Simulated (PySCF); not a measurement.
Computed IR spectrum (relative IR intensity) of a molecule C₄H₆Si. Geometry optimised at PBE-D3(BJ)/def2-SVP. The values are those of a single conformer. These are PBE-D3(BJ)/def2-SVP in PySCF values and carry that method's errors. Frequencies are harmonic and unscaled.

Lines under 2 % of the strongest are left out, and lines within 2 cm⁻¹ are merged.

```json
[
 {"ν (cm⁻¹)": "482", "relative intensity": "8.1"},
 {"ν (cm⁻¹)": "521", "relative intensity": "2.2"},
 {"ν (cm⁻¹)": "672", "relative intensity": "5.4"},
 {"ν (cm⁻¹)": "704", "relative intensity": "79"},
 {"ν (cm⁻¹)": "852", "relative intensity": "37"},
 {"ν (cm⁻¹)": "896", "relative intensity": "38"},
 {"ν (cm⁻¹)": "943", "relative intensity": "9.7"},
 {"ν (cm⁻¹)": "1060", "relative intensity": "5.3"},
 {"ν (cm⁻¹)": "1247", "relative intensity": "3.2"},
 {"ν (cm⁻¹)": "1312", "relative intensity": "4.6"},
 {"ν (cm⁻¹)": "2154", "relative intensity": "100"},
 {"ν (cm⁻¹)": "3079", "relative intensity": "5.8"},
 {"ν (cm⁻¹)": "3092", "relative intensity": "14"}
]
```

### Question
Pick the molecule that these values belong to.
A. C1=C[SiH2]C=C1
B. C=CC#C[SiH3]
C. C#CC(=C)[SiH3]
D. C#C/C=C/[SiH3]

### Answer
A, C1=C[SiH2]C=C1
